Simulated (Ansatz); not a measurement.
Harmonic frequencies (cm⁻¹) at PBE0-D4/def2-TZVP from Ansatz: 63, 98, 105, 236, 270, 287, 428, 630, 802, 1546, 3562, 3669.

Each molecule was computed in one conformer, which needn't be the lowest.

**Question.** Which molecule is it?
A. `[OH][In]([Br])[Br]`
B. `[NH2][In]([Br])[Br]`
C. `[Cl][InH][GeH3]`
D. `[CH3][In]([Br])[Br]`

**Answer.** B.
